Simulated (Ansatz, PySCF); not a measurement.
Reaction (SMILES): F[C](F)(F)[Ge]([F])([F])[F] + 7 [H][H] (H2) → C (CH4) + 6 F (HF) + [GeH4] (GeH4)
Each molecule is optimised on its own at B3LYP-D3(BJ)/def2-TZVP (Ansatz, an electronic-structure program), one conformer each, not searched for the lowest. Frequencies are from Ansatz or PySCF.

Quantity: energy of full hydrogenation (0 K, with B3LYP-D3(BJ) harmonic zero-point energies), in kcal/mol. Valence correlation only, unless marked. No spin-orbit coupling. Frozen are the shells of the preceding noble gas and the d and f shells that filled before the atom's block. No relativistic terms. Basis-set limits of correlation are two-point, X^-3; Hartree-Fock from the larger set.

CCSD(T)/CBS(cc-pVTZ,cc-pVQZ) (Ansatz) gives -14.5 kcal/mol.

**Question.** Another calculation gave -5.3 kcal/mol. Which level was it?
A. PBE/def2-TZVPD (Ansatz)
B. wB97X/def2-TZVPD (Ansatz)
C. BLYP/def2-TZVPD (Ansatz)
D. r2SCAN/def2-TZVPD (Ansatz)

**Answer.** D, r2SCAN/def2-TZVPD (Ansatz). The others give -17.4 (PBE), -20.0 (wB97X), -12.4 (BLYP) kcal/mol.
